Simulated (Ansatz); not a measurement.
`[F][Ti]([F])([F])[Cl]` + H₂S → `[F][Ti]([F])([SH])[Cl]` + H–F at 600 K and 1 bar (ligand exchange at a Ti–F bond).

Computed with Ansatz on PBE0-D4/def2-TZVP structures; ΔE is electronic, products minus reactants. CCSD(T)/CBS adds triple-zeta CCSD(T) − MP2 to the extrapolated MP2 energy (def2 sets, frozen cores). This one scheme is used for every species. For Ti outer-core shells are correlated without core-valence functions, which leaves a few kJ/mol of doubt a bond. Scalar relativity is left out up to krypton. One conformer a species, not always the lowest.

| species | CCSD(T)/CBS energy (Eh) | H − E (kJ/mol) | S (J/(mol·K)) |
| --- | --- | --- | --- |
| `[F][Ti]([F])([F])[Cl]` | -1608.34854 | 70.1 | 395.2 |
| H₂S | -398.97279 | 60.8 | 230.9 |
| `[F][Ti]([F])([SH])[Cl]` | -1906.90100 | 95.8 | 444.4 |
| H–F | -100.39570 | 42.3 | 194.0 |

H − E and S are ideal-gas, rigid-rotor, harmonic terms from PBE0-D4/def2-TZVP, for one conformer and one mirror image of each species. 1 Eh = 2625.50 kJ/mol, R = 8.31446 J/(mol·K).

Question: By hand: ΔE, ΔH, ΔS and ΔG.

Answer: ΔE = (-1906.90100) + (-100.39570) − (-1608.34854) − (-398.97279) = 0.02463 Eh = 64.7 kJ/mol. Δ(H − E) = 95.8 + 42.3 − 70.1 − 60.8 = 7.2, so ΔH = 71.9 kJ/mol. ΔS = 444.4 + 194.0 − 395.2 − 230.9 = 12.3 J/(mol·K). ΔG = 71.9 − 600 × (12.3)/1000 = 64.5 kJ/mol.

Question: By hand: the equilibrium constant, and the temperature at which ΔG would vanish if ΔH and ΔS stayed fixed.

Answer: log₁₀ K = −ΔG/(RT ln 10) = -5.6. ΔG = 0 at ΔH/ΔS = 5846 K, far beyond where these terms or the molecules hold.

The number of gas molecules stays the same, so ΔS is small and ΔH decides. A doubt of 5 kJ/mol in ΔE shifts log₁₀ K by 0.4 here. Other conformers and mirror images would add mixing entropy, several J/(mol·K) or more a flexible species. These are equilibria of isolated gas molecules and say nothing of rates. Largest T1 diagnostic: 0.025 (customary marks: 0.02 for closed shells, 0.045 for open ones).
